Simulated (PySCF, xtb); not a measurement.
C₄H₄BF, SMILES FB1C=CC=C1.

Harmonic wavenumbers (cm⁻¹) from GFN2-xTB (xtb) at its own minimum, in rising order: 120, 330, 376, 526, 527, 697, 767, 797, 798, 899, 916, 977, 1028, 1086, 1106, 1239, 1287, 1370, 1584, 1617, 3088, 3096, 3123, 3124.

### Question
What does PBE-D3(BJ)/def2-SVP (PySCF) give at its own minimum? (Estimate from the structure and the level; the computed values follow.)

### Answer
143, 360, 376, 525, 590, 677, 720, 745, 780, 914, 967, 967, 1027, 1033, 1081, 1268, 1287, 1392, 1560, 1599, 3097, 3110, 3159, 3160. Paired by order, the mean absolute difference is 25 cm⁻¹ and the zero-point energies are 43.6 and 43.7 kcal/mol.
